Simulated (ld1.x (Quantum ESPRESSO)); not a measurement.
How hard is this Zn TM semilocal potential?

- Element: Zn
- Generator: ld1.x (Quantum ESPRESSO) 7.5
- Type: norm-conserving Troullier–Martins (semilocal form)
- Functional: LDA (PZ)
- Relativity: scalar-relativistic
- Frozen core: [Ne]
- Valence charge: 20
- Reference configuration: 3s2 3p6 3d10 4s1 4p0 (charge +1)
- Partial waves: 3s (bound): rc 0.95 bohr; 3p (bound): rc 0.85 bohr; 3d (bound): rc 0.85 bohr
- Local potential: the d channel
- Core correction: full core density, not smoothed (it rises at the typed radius of 0.85 bohr, so ld1.x skipped the fit)

Occupied shells without a wave of their own: 4s. They enter only through the test configuration that unscreens the potential, and ld1.x also counts them in the model core charge.

The pseudo-atom Hamiltonian at the reference potential is diagonalised in spherical Bessel functions j_l(qr) that vanish at 20 bohr, with q² up to the cutoff. All-electron valence levels (Ry): 3s -10.1705, 4s -1.0545, 3p -6.8371, 4p -0.5879, 3d -1.4787.

Q: How do the lowest levels (Ry) of each channel move with the cutoff, and are there ghosts?

A:

| cutoff (Ry) | s #1 | s #2 | s #3 | p #1 | p #2 | p #3 | d #1 | Σ f·Δε (mRy) |
| --- | --- | --- | --- | --- | --- | --- | --- | --- |
| 8 | -8.1621 | -0.8257 | -0.2151 | -2.0299 | -0.3172 | -0.1074 | -0.2110 | 45809.1 |
| 18 | -9.8173 | -1.0404 | -0.2547 | -4.0489 | -0.4408 | -0.1345 | -0.2258 | 30021.6 |
| 35 | -9.9250 | -1.0852 | -0.2634 | -6.0258 | -0.5409 | -0.1534 | -0.2483 | 17674.6 |
| 55 | -10.0549 | -1.0879 | -0.2638 | -6.6776 | -0.5778 | -0.1601 | -0.2986 | 12998.9 |
| 90 | -10.1581 | -1.0961 | -0.2652 | -6.8326 | -0.5892 | -0.1621 | -0.5509 | 9331.2 |
| 140 | -10.1633 | -1.0971 | -0.2654 | -6.8352 | -0.5895 | -0.1622 | -1.1405 | 3408.0 |
| 230 | -10.1702 | -1.0975 | -0.2654 | -6.8372 | -0.5896 | -0.1622 | -1.4666 | 120.9 |
| 400 | -10.1705 | -1.0976 | -0.2655 | -6.8373 | -0.5896 | -0.1622 | -1.4786 | 0.0 |

Result: no extra level below or beside the all-electron valence levels (s, p, d tested); the semilocal form is local in each channel, so this says nothing of the separable form that plane-wave codes build from it; 10 mRy is reached at 300 Ry and 1 mRy at over 300 Ry.

The potential misses its own reference levels by up to 0.6 eV. ld1.x takes every shell without a wave as core, so the model core holds the 4s electrons as well and exchange and correlation see them twice. This cancels in the reference configuration, but the file is broken for other ones, and its errors say nothing about a proper core correction. Its largest configuration-test error is -2131 meV.
